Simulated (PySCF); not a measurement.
B3LYP has the VWN-RPA correlation part, as in Gaussian. 

Cartesian coordinates (Å):
```xyz
12

Ta    -0.1352     0.0970    -0.0021
F      0.3716    -1.5924    -0.7902
F      1.6057     0.8826    -0.0351
N     -1.4269     0.2708    -1.5113
H     -2.0057     1.0870    -1.7208
H     -1.6502    -0.5118    -2.1350
N     -0.8016     1.8108     0.8287
H     -1.7559     2.0527     1.1206
H     -0.1906     2.6118     1.0323
N     -0.8097    -0.9694     1.5420
H     -0.9144    -1.9885     1.5017
H     -1.1689    -0.5948     2.4227
```
Charge 0, spin multiplicity 1.

Task: What is the computed charge on the central atom (Mulliken), HOMO–LUMO gap, total energy, HOMO and dipole moment (B3LYP-D3(BJ)/def2-TZVP // PBE-D3(BJ)/def2-SVP in PySCF 2.14.0)?

Result: 
charge on the central atom (Mulliken): 1.53 e
HOMO–LUMO gap: 5.50 eV
total energy: -11565.88 eV
HOMO: -7.20 eV
dipole moment: 3.95 D
